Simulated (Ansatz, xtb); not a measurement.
**A geometry optimisation of GeH5Si2− with r2SCAN-D4/def2-SVPD**

The starting geometry of this gas-phase singlet was built from a drawn formula by distance geometry and a force field; its bonds are those of `[SiH-]1[SiH2][GeH2]1`.

```yaml
atoms:
  - { symbol: Ge, position_ang: [-1.6263, 1.5227, 0.5969] }
  - { symbol: Si, position_ang: [-1.9049, 0.0695, -1.2456] }
  - { symbol: Si, position_ang: [-2.4868, -0.6363, 0.7767] }
  - { symbol: H, position_ang: [-3.1300, 0.4866, -1.9934] }
  - { symbol: H, position_ang: [-1.5924, -1.6090, 1.3933] }
  - { symbol: H, position_ang: [-3.9389, -0.6662, 1.0063] }
  - { symbol: H, position_ang: [-2.6443, 2.6245, 0.6678] }
  - { symbol: H, position_ang: [-0.1522, 1.6532, 1.0607] }
```

**Question.** Predict what it relaxes into with r2SCAN-D4/def2-SVPD.

**Answer.** It keeps its bonds, and is `[SiH-]1[SiH2][GeH2]1`.

The energy falls by 0.72 eV over 9 steps:

```csv
step,E − E(last) (eV)
1,0.724
2,0.123
3,0.013
4,0.003
5,0.001
6,0.000
7,0.000
8,0.000
9,0.000
```

Final geometry (Å):

```json
{"atom": "Ge", "x (Å)": "-1.6005", "y (Å)": "1.5116", "z (Å)": "0.4109"}
{"atom": "Si", "x (Å)": "-1.7488", "y (Å)": "-0.0059", "z (Å)": "-1.5159"}
{"atom": "Si", "x (Å)": "-2.4998", "y (Å)": "-0.6630", "z (Å)": "0.6682"}
{"atom": "H", "x (Å)": "-3.1627", "y (Å)": "0.5372", "z (Å)": "-1.8029"}
{"atom": "H", "x (Å)": "-1.7178", "y (Å)": "-1.6461", "z (Å)": "1.5004"}
{"atom": "H", "x (Å)": "-3.9380", "y (Å)": "-0.7628", "z (Å)": "1.1066"}
{"atom": "H", "x (Å)": "-2.5483", "y (Å)": "2.6896", "z (Å)": "0.7548"}
{"atom": "H", "x (Å)": "-0.2599", "y (Å)": "1.7843", "z (Å)": "1.1406"}
```

From the same start GFN2-xTB ends elsewhere, differing in Ge1–Si3 (3.10 against 2.37 Å here), Ge1–H7 (2.12 against 1.55 Å here), Ge1–H8 (2.09 against 1.55 Å here).

No frequencies were run, so the end isn't proven a minimum. Run with Ansatz 0.2.0, 18 s on 2 threads of Intel(R) Xeon(R) 6975P-C (Granite Rapids) (shared host).
